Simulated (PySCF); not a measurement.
Isomers of C4H7FO2 side by side.

PySCF, CAM-B3LYP/def2-SVPD, density fitting, gas phase; each molecule at its own GFN2-xTB geometry, one conformer. Singlet excitations by full TDDFT with frozen cores and triplets by Tamm–Dancoff TDDFT. 

Torsions of the conformers computed, which needn't be the lowest (atom-mapped SMILES):
- `[CH3:1][O:2][C@@H:3]([CH:4]=[O:5])[CH2:6][F:7]`: C1–O2–C3–C4 165°, O2–C3–C4–O5 161°, O2–C3–C6–F7 87°
- `[CH2:1]=[CH:2][O:3][CH2:4][O:5][CH2:6][F:7]`: C1–C2–O3–C4 -172°, C2–O3–C4–O5 68°, O3–C4–O5–C6 68°, C4–O5–C6–F7 73°
- `[CH3:1][O:2][C@@H:3]1[CH2:4][C@@H:5]([F:6])[O:7]1`: C1–O2–C3–C4 173°

The conformers of `C[C@@H]1OC[C@H](F)O1` and `C[C@@H]1OC[C@@H](F)O1` aren't listed.

Reference: `CO[C@@H](C=O)CF`, with HOMO energy -9.38 eV, LUMO energy -0.14 eV, lowest singlet excitation 4.27 eV, lowest triplet excitation 3.67 eV and mean polarisability 57.0 au.

Changes against it:

```csv
molecule,Δ electronic energy (kcal/mol),Δ HOMO energy (eV),Δ LUMO energy (eV),Δ lowest singlet excitation (eV),Δ lowest triplet excitation (eV),Δ mean polarisability (au)
C[C@@H]1OC[C@H](F)O1,-20.0,-0.06,+1.40,+3.36,+3.80,-2.7
C[C@@H]1OC[C@@H](F)O1,-21.8,-0.18,+1.47,+3.54,+3.95,-1.7
```

Rows whose labels were lost:

```tsv
row	Δ electronic energy (kcal/mol)	Δ HOMO energy (eV)	Δ LUMO energy (eV)	Δ lowest singlet excitation (eV)	Δ lowest triplet excitation (eV)	Δ mean polarisability (au)
P	-1.8	-0.37	+1.53	+3.75	+4.16	-1.0
Q	+3.4	+0.87	+1.38	+2.57	+0.62	+3.8
```

Problem. Which row belongs to which of `C=COCOCF` and `CO[C@@H]1C[C@@H](F)O1`?

Solution. P = `CO[C@@H]1C[C@@H](F)O1` and Q = `C=COCOCF`. P and Q are told apart most clearly by the lowest triplet excitation (+4.16 against +0.62 eV).

Problem. Which row has the smallest HOMO–LUMO gap and which the largest, and does the HOMO or the LUMO shift more there?

Solution. Smallest, counted from the reference: Q, +0.51 eV (HOMO +0.87, LUMO +1.38), the larger shift being that of the LUMO. Largest: P, +1.90 eV (HOMO -0.37, LUMO +1.53), the larger shift being that of the LUMO. The gap of the reference itself lies below all of them.
